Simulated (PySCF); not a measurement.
PySCF job for B2H4, SMILES BB, TDDFT-PBE/def2-TZVPD. Geometry: B3LYP-D3(BJ)/def2-TZVP.

```python
import numpy as np
from pyscf import gto, scf, dft, tdscf

mol = gto.M(
    atom='''
    B     0.00000000   -0.00000000    0.81330560
    B    -0.00000000    0.00000000   -0.81330560
    H    -0.71657440    0.71657440    1.44957897
    H     0.71657439   -0.71657439    1.44957898
    H    -0.71657439   -0.71657440   -1.44957898
    H     0.71657440    0.71657439   -1.44957898
    ''',
    basis='def2-TZVPD',
    charge=0,
    spin=0,
    symmetry=True,
    max_memory=1600,
    verbose=4,
)
mf = dft.RKS(mol, xc='pbe').density_fit(auxbasis='def2-universal-jkfit')
mf.grids.level = 3
mf.conv_tol = 1e-9
mf.max_cycle = 100
mf.kernel()
mf.grids = dft.Grids(mol).set(level=1).build(with_non0tab=True)  # coarser grid for the response kernel
td = tdscf.TDDFT(mf)
td.singlet = True
td.nstates = 10
td.conv_tol = 1e-4
td.positive_eig_threshold = 1e-6
td.kernel(x0=td.get_init_guess(mf, 15))
td.analyze()
tt = tdscf.TDA(mf)
tt.singlet = False
tt.nstates = 4
tt.conv_tol = 1e-4
tt.positive_eig_threshold = 1e-6
tt.kernel(x0=tt.get_init_guess(mf, 9))
tt.analyze(verbose=3)
```

Program output:

```
PySCF version 2.14.0

[INPUT] verbose = 4
[INPUT] num. atoms = 6
[INPUT] num. electrons = 14
[INPUT] charge = 0
[INPUT] spin (= nelec alpha-beta = 2S) = 0
[INPUT] symmetry True subgroup None
[INPUT] Mole.unit = angstrom
[INPUT] Symbol           X                Y                Z      unit          X                Y                Z       unit  Magmom
[INPUT]  1 B      0.000000000000   0.000000000000   0.813305600000 AA    0.000000000000   0.000000000000   1.536924839575 Bohr   0.0
[INPUT]  2 B      0.000000000000   0.000000000000  -0.813305600000 AA    0.000000000000   0.000000000000  -1.536924839575 Bohr   0.0
[INPUT]  3 H     -0.716574400000   0.716574400000   1.449578970000 AA   -1.354129363875   1.354129363875   2.739307249229 Bohr   0.0
[INPUT]  4 H      0.716574390000  -0.716574390000   1.449578980000 AA    1.354129344977  -1.354129344977   2.739307268126 Bohr   0.0
[INPUT]  5 H     -0.716574390000  -0.716574400000  -1.449578980000 AA   -1.354129344977  -1.354129363875  -2.739307268126 Bohr   0.0
[INPUT]  6 H      0.716574400000   0.716574390000  -1.449578980000 AA    1.354129363875   1.354129344977  -2.739307268126 Bohr   0.0

nuclear repulsion = 22.4231809772278
point group symmetry = D2d, use subgroup D2
symmetry origin: [ 0.0000000e+00  0.0000000e+00 -1.3498044e-09]
symmetry axis x: [ 1.00000000e+00 -7.23412450e-18  1.68333093e-09]
symmetry axis y: [ 1.00677276e-17  1.00000000e+00 -1.68333097e-09]
symmetry axis z: [-1.68333093e-09  1.68333097e-09  1.00000000e+00]
num. orbitals of irrep A = 30
num. orbitals of irrep B1 = 30
num. orbitals of irrep B2 = 25
num. orbitals of irrep B3 = 25
number of shells = 46
number of NR pGTOs = 148
number of NR cGTOs = 110
basis = def2-TZVPD
ecp = {}


******** <class 'pyscf.df.df_jk.DFSymAdaptedRKS'> ********
method = DFSymAdaptedRKS
initial guess = minao
damping factor = 0
level_shift factor = 0
DIIS = <class 'pyscf.scf.diis.CDIIS'>
diis_start_cycle = 1
diis_space = 8
diis_damp = 0
SCF conv_tol = 1e-09
SCF conv_tol_grad = None
SCF max_cycles = 100
direct_scf = False
XC library pyscf.dft.libxc version 7.1.2
    S. Lehtola, C. Steigemann, M. J. T. Oliveira, and M. A. L. Marques,  SoftwareX 7, 1–5 (2018)
XC functionals = pbe
    J. P. Perdew, K. Burke, and M. Ernzerhof,  Phys. Rev. Lett. 77, 3865 (1996)
    J. P. Perdew, K. Burke, and M. Ernzerhof,  Phys. Rev. Lett. 78, 1396 (1997)
    J. P. Perdew, K. Burke, and M. Ernzerhof,  Phys. Rev. Lett. 77, 3865 (1996)
    J. P. Perdew, K. Burke, and M. Ernzerhof,  Phys. Rev. Lett. 78, 1396 (1997)
radial grids:
    Treutler-Ahlrichs [JCP 102, 346 (1995); DOI:10.1063/1.469408] (M4) radial grids

becke partition: Becke, JCP 88, 2547 (1988); DOI:10.1063/1.454033
pruning grids: <function nwchem_prune>
grids dens level: 3
symmetrized grids: True
atomic radii adjust function: <function treutler_atomic_radii_adjust>
small_rho_cutoff = 0
Freeze 0 electrons in irreps []
    14 free electrons in irreps A B1 B2 B3
Set gradient conv threshold to 3.16228e-05
Initial guess from minao.
tot grids = 67328
init E= -51.7348833463477
HOMO (A) = -0.35234757813209  LUMO (B3) = -0.154983592615934  gap/eV = 5.37055
cycle= 1 E= -51.92164689252  delta_E= -0.187  |g|= 0.228  |ddm|= 1.83
HOMO (A) = -0.20822048727436  LUMO (B2) = -0.059021151008238  gap/eV = 4.05992
cycle= 2 E= -51.9232484088501  delta_E= -0.0016  |g|= 0.223  |ddm|= 0.538
HOMO (A) = -0.268232504570399  LUMO (B2) = -0.0994882438048371  gap/eV = 4.59177
cycle= 3 E= -51.9422780907761  delta_E= -0.019  |g|= 0.027  |ddm|= 0.263
HOMO (A) = -0.268169877757563  LUMO (B2) = -0.0994513538051973  gap/eV = 4.59106
cycle= 4 E= -51.9425596661474  delta_E= -0.000282  |g|= 0.0042  |ddm|= 0.0269
HOMO (A) = -0.267882320222544  LUMO (B2) = -0.0990483759766007  gap/eV = 4.59421
cycle= 5 E= -51.942566171445  delta_E= -6.51e-06  |g|= 0.000304  |ddm|= 0.0044
HOMO (A) = -0.267806908172023  LUMO (B3) = -0.0989982071897707  gap/eV = 4.59352
cycle= 6 E= -51.9425661982806  delta_E= -2.68e-08  |g|= 2.99e-05  |ddm|= 0.000714
HOMO (A) = -0.267810671966171  LUMO (B3) = -0.0990020199423859  gap/eV = 4.59352
cycle= 7 E= -51.9425661986193  delta_E= -3.39e-10  |g|= 2.43e-06  |ddm|= 3.37e-05
HOMO (A) = -0.267810997509494  LUMO (B2) = -0.0990020202719466  gap/eV = 4.59353
Extra cycle  E= -51.942566198621  delta_E= -1.71e-12  |g|= 1.13e-06  |ddm|= 5.43e-06
converged SCF energy = -51.942566198621
tot grids = 20248
Overwritten attributes  positive_eig_threshold  of <class 'pyscf.tdscf.rks.CasidaTDDFT'>


******** <class 'pyscf.tdscf.rks.CasidaTDDFT'> for <class 'pyscf.df.df_jk.DFSymAdaptedRKS'> ********
nstates = 10 singlet
deg_eia_thresh = 1.000e-03
wfnsym = None
conv_tol = 0.0001
eigh lindep = 1e-12
eigh level_shift = 0
eigh max_cycle = 100


Excitation energies (eV)
[4.86492928 4.86492928 6.01099026 6.12087714 6.24057303 6.8604545
 7.40438788 7.80493988 8.65162347 8.65162347]

** Singlet excitation energies and oscillator strengths **
Excited State   1:   B2      4.86493 eV    254.85 nm  f=0.0026
       7 -> 8        -0.70529
Excited State   2:   B3      4.86493 eV    254.85 nm  f=0.0026
       7 -> 9        -0.70529
Excited State   3:   B1      6.01099 eV    206.26 nm  f=0.0000
       5 -> 9         0.49992
       6 -> 8        -0.49992
Excited State   4:    A      6.12088 eV    202.56 nm  f=0.0000
       5 -> 8         0.49990
       6 -> 9        -0.49990
Excited State   5:    A      6.24057 eV    198.67 nm  f=0.0000
       5 -> 8        -0.49702
       6 -> 9        -0.49702
Excited State   6:   B1      6.86045 eV    180.72 nm  f=0.3073
       5 -> 9        -0.49220
       6 -> 8        -0.49220
Excited State   7:    A      7.40439 eV    167.45 nm  f=0.0000
       7 -> 10       -0.70515
Excited State   8:   B1      7.80494 eV    158.85 nm  f=0.1712
       7 -> 11        0.70502
Excited State   9:   B2      8.65162 eV    143.31 nm  f=0.0709
       5 -> 10       -0.70593
Excited State  10:   B3      8.65162 eV    143.31 nm  f=0.0709
       6 -> 10       -0.70593

** Transition electric dipole moments (AU) **
state          X           Y           Z        Dip. S.      Osc.
  1         0.0000      0.1479     -0.0000      0.0219      0.0026
  2         0.1479      0.0000      0.0000      0.0219      0.0026
  3         0.0000      0.0000      0.0000      0.0000      0.0000
  4        -0.0000     -0.0000      0.0000      0.0000      0.0000
  5         0.0000     -0.0000     -0.0000      0.0000      0.0000
  6        -0.0000      0.0000     -1.3522      1.8284      0.3073
  7        -0.0000      0.0000     -0.0000      0.0000      0.0000
  8        -0.0000      0.0000      0.9462      0.8952      0.1712
  9         0.0000      0.5782      0.0000      0.3343      0.0709
 10         0.5782      0.0000     -0.0000      0.3343      0.0709

** Transition velocity dipole moments (imaginary part, AU) **
state          X           Y           Z        Dip. S.      Osc.
  1         0.0000      0.0273      0.0000      0.0007      0.0028
  2         0.0273      0.0000     -0.0000      0.0007      0.0028
  3        -0.0000     -0.0000      0.0000      0.0000      0.0000
  4         0.0000      0.0000      0.0000      0.0000      0.0000
  5        -0.0000      0.0000      0.0000      0.0000      0.0000
  6         0.0000     -0.0000     -0.3395      0.1153      0.3048
  7         0.0000     -0.0000     -0.0000      0.0000      0.0000
  8        -0.0000      0.0000      0.2740      0.0751      0.1744
  9        -0.0000      0.1883     -0.0000      0.0354      0.0743
 10         0.1883     -0.0000      0.0000      0.0354      0.0743

** Transition magnetic dipole moments (imaginary part, AU) **
state          X           Y           Z
  1        -0.0000      1.3121     -0.0000
  2        -1.3121      0.0000     -0.0000
  3        -0.0000      0.0000      1.7581
  4        -0.0000      0.0000      0.0000
  5         0.0000      0.0000      0.0000
  6         0.0000      0.0000      0.0000
  7         0.0000      0.0000      0.0000
  8        -0.0000     -0.0000      0.0000
  9         0.0000      0.3885      0.0000
 10        -0.3885     -0.0000      0.0000
Overwritten attributes  positive_eig_threshold  of <class 'pyscf.tdscf.rks.TDA'>


******** <class 'pyscf.tdscf.rks.TDA'> for <class 'pyscf.df.df_jk.DFSymAdaptedRKS'> ********
nstates = 4 triplet
deg_eia_thresh = 1.000e-03
wfnsym = None
conv_tol = 0.0001
eigh lindep = 1e-12
eigh level_shift = 0
eigh max_cycle = 100


Excitation energies (eV)
[4.05787388 4.05787388 5.28939062 5.30621539]

** Triplet excitation energies and oscillator strengths **
Excited State   1:   B2      4.05787 eV    305.54 nm  f=0.0000
Excited State   2:   B3      4.05787 eV    305.54 nm  f=0.0000
Excited State   3:   B1      5.28939 eV    234.40 nm  f=0.0000
Excited State   4:    A      5.30622 eV    233.66 nm  f=0.0000
```

Self-consistency was reached.

Cost: roughly 18 core-seconds.
